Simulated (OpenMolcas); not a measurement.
Cu³⁺: input and output

Input:

```
&GATEWAY
Coord
1

Cu 0.0 0.0 0.0
Basis=ANO-RCC-VDZP
Group=XYZ
NoMove
AngMom=0.0 0.0 0.0
AMFI
&SEWARD
&RASSCF
FileOrb=start.orb
Symmetry=1
Spin=3
nActEl=8 0 0
Inactive=3 6
Ras2=5 0
CIRoot=10 10 1
SDav=10
CIMx=300
Iter=120 100
PrWF=0.3
OrbListing=Nothing
MaxOrb=0
Atom
>>> COPY $Project.JobIph JOB001
&RASSCF
FileOrb=start.orb
Symmetry=1
Spin=1
nActEl=8 0 0
Inactive=3 6
Ras2=5 0
CIRoot=15 15 1
SDav=15
CIMx=300
Iter=120 100
PrWF=0.3
OrbListing=Nothing
MaxOrb=0
Atom
CIOnly
>>> COPY $Project.JobIph JOB002
&RASSI
NrOfJobIphs=2 10 14
1 2 3 4 5 6 7 8 9 10
1 2 3 4 5 6 7 8 9 10 11 12 13 14
IphNames
JOB001
JOB002
EJob
SpinOrbit
DIPRint=1.0
SOCoupling=1000.0
Subsets=2
MEES
Property=10
'ANGMOM' 1 'ANGMOM' 2 'ANGMOM' 3 'MLTPL  1' 1 'MLTPL  1' 2 'MLTPL  1' 3
'AMFI' 1 'AMFI' 2 'AMFI' 3 'MLTPL  2' 6
SOProperty=3
'ANGMOM' 1 'ANGMOM' 2 'ANGMOM' 3
```

Launched by
```bash
OMP_NUM_THREADS=1 MOLCAS_MEM=2252 MOLCAS_PROJECT=a pymolcas a.inp > a.log  # once for each step of the input, in one work folder
```

A driver script runs the steps one by one and writes start.orb anew before each from the orbitals found so far, so a CI-only block uses the converged orbitals of the first block.

Output, cut to the results:

```
--- SEWARD ---
Basis set label: CU.ANO-RCC...5S4P2D1F.

      Electronic valence basis set:
      ------------------
      Associated Effective Charge  29.000000 au
      Associated Actual Charge     29.000000 au
      Nuclear Model: Point charge

      Shell  nPrim  nBasis  Cartesian Spherical Contaminant
         s      21       5        X
         p      15       4        X
         d      10       2                 X
         f       6       1                 X
                  Relativistic Douglas-Kroll-Hess integrals:
                    - DKH order of Hamiltonian: 2
                    - DKH order of Properties : 0
                  Atomic mean-field integrals
--- RASSCF ---
Wave function specifications:
      -----------------------------

      Number of closed shell electrons          18
      Number of electrons in active shells       8
      Max number of holes in RAS1 space          0
      Max nr of electrons in RAS3 space          0
      Number of inactive orbitals                9
      Number of active orbitals                  5
      Number of secondary orbitals              20
      Spin quantum number                      1.0
      State symmetry                             1
Orbital specifications:
      -----------------------

      Symmetry species                           1   2
                                                ag  au
      Frozen orbitals                            0   0
      Inactive orbitals                          3   6
      Active orbitals                            5   0
      RAS1 orbitals                              0   0
      RAS2 orbitals                              5   0
      RAS3 orbitals                              0   0
      Secondary orbitals                         7  13
      Deleted orbitals                           0   0
      Number of basis functions                 15  19
      Number of CSFs                            10
      Number of root(s) required                10
      Iter CI   SX   CI       RASSCF       Energy    max ROT     max BLB   max BLB  Level Ln srch  Step   QN
          iter iter root      energy       change     param      element    value   shift minimum  type update
 Nr of preliminary CI iterations:   1
      Total energies have been shifted. Add                -1000.00 au
        1   1    6    0  -650.46338491    0.00E+00  -1.46E-01*   4  11 1  7.42E-01*  0.00   0.00    SX    NO
        2   1    6    0  -650.77261695   -3.09E-01*  7.81E-02    6  12 2  4.85E-01*  0.00   0.00    SX    NO
        3   1    5    0  -650.81860094   -4.60E-02* -6.44E-02    4  10 2 -2.84E-01*  0.00   0.00    SX    NO
        4   1    5    0  -650.84540352   -2.68E-02*  4.99E-02    4  10 2  2.30E-01*  0.00   0.00    SX    NO
        5   1    5    0  -650.85667092   -1.13E-02* -2.03E-02    4  10 2 -1.82E-01*  0.00   0.55    LS   YES
        6   1    4    0  -650.88015126   -2.35E-02* -2.51E-03    7  14 1  1.64E-02*  0.00   1.10    QN   YES
        7   1    4    0  -650.88037049   -2.19E-04* -5.57E-05    4  10 2  1.10E-03*  0.00   0.97    QN   YES
        8   1    3    0  -650.88037089   -4.02E-07* -6.81E-06    6  12 2  9.12E-05   0.00   1.05    QN   YES
        9   1    3    0  -650.88037090   -3.46E-09  -8.12E-07    6  13 1  3.94E-06   0.00   1.07    QN   YES
      Convergence after  9 iterations
       10   1    3    0  -650.88037090   -2.30E-11  -8.12E-07    6  12 2 -1.35E-07   0.00   1.07    QN   YES
      Natural orbitals and occupation numbers for root  1
      sym 1:   1.973280   1.973280   2.000000   1.026720   1.026720
      Natural orbitals and occupation numbers for root  2
      sym 1:   1.585856   1.414144   2.000000   1.414144   1.585856
      Natural orbitals and occupation numbers for root  3
      sym 1:   1.868906   1.131094   1.131094   1.868906   2.000000
::    RASSCF root number  1 Total energy:  -1650.91047868
::    RASSCF root number  2 Total energy:  -1650.91047868
::    RASSCF root number  3 Total energy:  -1650.91047868
::    RASSCF root number  4 Total energy:  -1650.91047868
::    RASSCF root number  5 Total energy:  -1650.91047868
::    RASSCF root number  6 Total energy:  -1650.91047868
::    RASSCF root number  7 Total energy:  -1650.91047868
::    RASSCF root number  8 Total energy:  -1650.81011940
::    RASSCF root number  9 Total energy:  -1650.81011940
::    RASSCF root number 10 Total energy:  -1650.81011940
--- RASSCF ---
Wave function specifications:
      -----------------------------

...
--- RASSI ---
SPIN-FREE ENERGIES:
  (Shifted by EMIN (a.u.) =      -1650.9104786815)

 SF State       Relative EMIN(au)   Rel lowest level(eV)    D:o, cm**(-1)      L_eff

     1             0.0000000000        0.0000000000              0.0000         3.0
     2             0.0000000000        0.0000000000              0.0000         3.0
     3             0.0000000000        0.0000000000              0.0000         3.0
     4             0.0000000000        0.0000000000              0.0000         3.0
     5             0.0000000000        0.0000000000              0.0000         3.0
     6             0.0000000000        0.0000000000              0.0000         3.0
     7             0.0000000000        0.0000000000              0.0000         3.0
    11             0.0829569696        2.2573741404          18206.9503         2.0
    12             0.0829569696        2.2573741404          18206.9503         2.0
    13             0.0829569696        2.2573741404          18206.9503         2.0
    14             0.0829569696        2.2573741404          18206.9503         2.0
    15             0.0829569696        2.2573741404          18206.9503         2.0
    10             0.1003592828        2.7309152074          22026.3166         1.0
     8             0.1003592828        2.7309152074          22026.3166         1.0
     9             0.1003592828        2.7309152074          22026.3166         1.0
    16             0.1297913015        3.5318012372          28485.8981         4.0
    17             0.1297913015        3.5318012372          28485.8981         4.0
    18             0.1297913015        3.5318012372          28485.8981         4.0
    19             0.1297913015        3.5318012372          28485.8981         4.0
    20             0.1297913015        3.5318012372          28485.8981         4.0
    21             0.1297913015        3.5318012372          28485.8981         4.0
...
```

Levels above the lowest, from the spin-orbit matrix, grouped by J:

| Configuration | Term | J | E (cm-1) | Measured (cm-1) | g | Term weight % | Second |
| --- | --- | --- | --- | --- | --- | --- | --- |
| 3d8 | 3F | 4 | 0.0 | 0.0 | 1.250 | 100 |  |
| 3d8 | 3F | 3 | 1928 | 1861 | 1.084 | 100 |  |
| 3d8 | 3F | 2 | 3220 | 3078 | 0.669 | 99 |  |
| 3d8 | 1D | 2 | 19288 | 16248 | 1.057 | 87 | 12 3P |
| 3d8 | 3P | 2 | 23511 | 19697 | 1.441 | 88 | 12 1D |
| 3d8 | 3P | 1 | 23955 | 20097 | 1.501 | 100 |  |
| 3d8 | 3P | 0 | 24429 | 20423 |  | 100 |  |
| 3d8 | 1G | 4 | 29970 | 26913 | 1.000 | 100 |  |

Against the 7 measured excited levels shown (Sugar and Musgrove, J. Phys. Chem. Ref. Data 19, 527 (1990)) the mean absolute deviation is 2600 cm-1; the largest miss in energy is 3d8 3P0: computed 24429, measured 20423 cm-1 (+19.6 %).

Without dynamic correlation excited terms often stand tens of per cent too high (terms of higher spin than the ground term too low), and those without a measured partner can miss by more than the paired ones. Terms from blocks run as CI alone lack orbitals of their own. The basis is small and was not contracted for so high a charge. Measured partners are found by configuration, term and J. A level has none where our copy of the source lacks it or the pairing is in doubt (some pairs that miss far off the trend of their configuration count as doubtful), and it then counts in no deviation. Only configurations of the active space appear. The first state left out of the spin-orbit step lies near 70000 cm-1 above the lowest spin-free state of the reference (among the parities and spins computed), and the list stops at four fifths of that energy or lower.

The term weight is that of the spin-free term in the level, not the purity of its configuration.
